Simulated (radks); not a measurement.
Question: Species: Cs V. Configuration: [Kr] 4d10 5s2 5p3. Calculated with a radial shooting solver on a logarithmic mesh with Libxc functionals: scalar-relativistic Kohn-Sham, PBEsol, spin-unpolarised, spherical densities, point nucleus. Some entries of the table are withheld. Estimate them.

| orbital | occ. | eigenvalue (eV) | r(max) (bohr) | <r^2> (bohr^2) |
|---|---|---|---|---|
| 1s | 2 | -35827.64 | 0.01679 | 0.0009256 |
| 2s | 2 | (1) | (2) | 0.01484 |
| 2p | 6 | -5080.307 | 0.07620 | 0.01178 |
| 3s | 2 | -1210.702 | 0.2726 | 0.1023 |
| 3p | 6 | -1024.992 | 0.2667 | 0.1023 |
| 3d | 10 | -752.2573 | 0.2203 | 0.08842 |
| 4s | 2 | -263.4166 | 0.6423 | (3) |
| 4p | 6 | (4) | 0.6726 | 0.6203 |
| 4d | 10 | -117.3129 | 0.7198 | (5) |
| 5s | 2 | -66.0866 | 1.501 | 2.995 |
| 5p | 3 | -50.9700 | 1.682 | 3.840 |

Answer: 
(1) 2s eigenvalue (eV): -5657.455
(2) 2s r(max) (bohr): 0.09492
(3) 4s <r^2> (bohr^2): 0.5439
(4) 4p eigenvalue (eV): -203.9527
(5) 4d <r^2> (bohr^2): 0.8041
